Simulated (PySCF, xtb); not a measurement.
H3S2, SMILES S[SH2+], charge +1.

Harmonic wavenumbers (cm⁻¹) from GFN2-xTB run with xtb 6.7.1 at its own minimum, in rising order: 140, 460, 675, 719, 875, 1087, 2216, 2219, 2381.

### Question
What does PySCF with PBE-D3(BJ)/def2-TZVP give at its own minimum? (Estimate from the structure and the level; the computed values follow.)

### Answer
243, 490, 756, 824, 957, 1182, 2501, 2503, 2578. Paired by order, the mean absolute difference is 140 cm⁻¹ and the zero-point energies are 15.4 and 17.2 kcal/mol.
